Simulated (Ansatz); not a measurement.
Gas-phase electronic energies from Ansatz, PBE0-D4/def2-TZVP geometries. CCSD(T)/CBS is the MP2 limit (def2-TZVPP, def2-QZVPP) plus CCSD(T) − MP2 in def2-TZVPP, frozen cores. This one scheme is used for every species. DFT in def2-TZVPP. HSE06 is defined as in plane-wave codes. For Zn outer-core shells are correlated without core-valence functions, which leaves a few kJ/mol of doubt a bond. Scalar relativity is left out up to krypton.

Consider the redistribution: `[ZnH][SiH]1N[SiH2]1` + `ClBCl` → `Cl[BH][ZnH]` + `Cl[SiH]1N[SiH2]1`.

`[ZnH][SiH]1N[SiH2]1`:

```xyz
9

Zn    1.298   -0.567   -2.198
Si   -0.346   -0.650   -0.490
N    -0.839    0.867    0.237
Si   -0.034    0.165    1.584
H     2.421   -0.477   -3.272
H    -1.461   -1.634   -0.669
H    -1.380    1.678   -0.006
H     1.208    0.834    2.058
H    -0.866   -0.216    2.757
```

`ClBCl`:

Z-matrix (Å, degrees):
```
B
Cl 1 1.734
Cl 1 1.734 2 120.7
H 1 1.187 2 119.7 3 180.0
```

`Cl[BH][ZnH]`:

```xyz
5

Cl    1.966    0.966   -0.220
B     0.393    0.327   -0.658
Zn   -0.806   -0.551    0.799
H     0.136    0.460   -1.820
H    -1.689   -1.203    1.898
```

`Cl[SiH]1N[SiH2]1`:

```xyz
8

Cl    0.273   -2.701    0.696
Si    0.142   -0.658    0.894
N     0.850    0.299   -0.332
Si   -0.831    0.673   -0.598
H     0.512   -0.376    2.299
H     1.748    0.512   -0.734
H    -1.250    2.081   -0.370
H    -1.444    0.171   -1.855
```

```tsv
level	ΔE (kJ/mol)	difference from CCSD(T)/CBS
PBE-D4	41.6	12.0
BHLYP-D4	30.2	0.6
B2PLYP	32.7	3.1
HSE06	38.8	9.2
CAM-B3LYP	29.8	0.2
RPA@PBE/def2-TZVPP	29.2	-0.4
MP2/def2-TZVPP	32.6	3.0
CCSD/def2-TZVPP	30.3	0.7
MP2/def2-QZVPP	30.4	0.8
HF/CBS(def2)	22.8	-6.8
CCSD(T)/CBS	29.6	0
```

Largest T1 diagnostic among the species: 0.015.

From BLYP to BHLYP (50 % exact exchange), in def2-TZVPP and without D4, ΔE moves by −5.5 kJ/mol. At CCSD(T), def2-SVP lies +24.3 kJ/mol from the extrapolated value and def2-TZVPP +3.1 kJ/mol. Leaving LDA and LC-ωPBE aside and taking each functional with its dispersion term where it has one, the values, not all of them listed here, spread over 12.8 kJ/mol, from ωB97X-V to PBE-D4. LDA lies +3.9 kJ/mol from PBE without D4.
